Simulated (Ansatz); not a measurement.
```yaml
crystal:
  periodic: [false, false, false]
  atoms:
    - {symbol: B, position_ang: [-0.691845, 0.952389, -1.037789]}
    - {symbol: O, position_ang: [0.381893, 0.712563, -0.271604]}
    - {symbol: Ge, position_ang: [0.625500, -0.707864, 0.802713]}
    - {symbol: H, position_ang: [-1.623152, 0.183840, -1.057126]}
    - {symbol: H, position_ang: [-0.695257, 1.953572, -1.701358]}
    - {symbol: H, position_ang: [0.819265, -0.140332, 2.213202]}
    - {symbol: H, position_ang: [1.892096, -1.406666, 0.296165]}
    - {symbol: H, position_ang: [-0.616301, -1.604603, 0.699995]}
basis:
  gaussian: {orbitals: def2-TZVPP}
total_charge: -2
magnetization: {spin_polarized: true, initial_magnetization: 0}
hamiltonian: {xc: {name: B97M-V}}
scf: {lower_state_search: off}
output: {forces: true}
```

```sh
$ ansatz run in.yaml --threads 2 --pin off --events-out ev --progress --plain --max-ram 4352MiB
```

Shortened log:

```
Functional definition: B97M-V
973 factors; their error is unknown
mean field evaluation 1: about -59285.9791 eV, gradient 6.4e1 eV
mean field evaluation 2: about -59242.9490 eV, gradient 1.3e2 eV
mean field evaluation 4: about -59302.1713 eV, gradient 2.1e1 eV
mean field evaluation 8: about -59303.8266 eV, gradient 1.2e1 eV
mean field evaluation 16: about -59306.3915 eV, gradient 5.0e-2 eV
mean field -59306.93033405 eV, -2179.4894900953 hartree, gradient 4.4e-6 eV, S^2 1.004723; 0 other end points of the search recorded, 0 dependent functions left out
reference -59306.93039485 eV, -2179.4894923294 hartree; 26, 26 occupied and 154, 154 virtual orbitals, 973 factors
Total energy: -59306.93039485 eV, -2179.4894923294 hartree
Atom 0 at    -0.691845     0.952389    -1.037789 Å, force    -1.805835     0.192817    -1.151258 eV/Å
Atom 1 at     0.381893     0.712563    -0.271604 Å, force     2.211330    -0.569902     1.631884 eV/Å
Atom 2 at     0.625500    -0.707864     0.802713 Å, force     0.098331    -1.188875     0.838049 eV/Å
Atom 3 at    -1.623152     0.183840    -1.057126 Å, force    -0.424955    -0.040726    -0.213475 eV/Å
Atom 4 at    -0.695257     1.953572    -1.701358 Å, force    -0.115765     0.516534    -0.407296 eV/Å
Atom 5 at     0.819265    -0.140332     2.213202 Å, force     0.037803     1.160837     0.754779 eV/Å
Atom 6 at     1.892096    -1.406666     0.296165 Å, force     0.998285     0.027438    -0.960273 eV/Å
Atom 7 at    -0.616301    -1.604603     0.699995 Å, force    -0.999194    -0.098125    -0.492409 eV/Å
Dipole moment:     0.870228    -1.004349     1.156177 e Å
Checks for a lower state left out: stability, starts, cluster_reference, orbital_swaps, neighbouring_geometries, increment
```

(1) Something in this input is off. What?

## Answers

(1) The charge is far from anything that the molecule holds. The calculation finished and met its thresholds. The result belongs to that input, not to the molecule as meant.
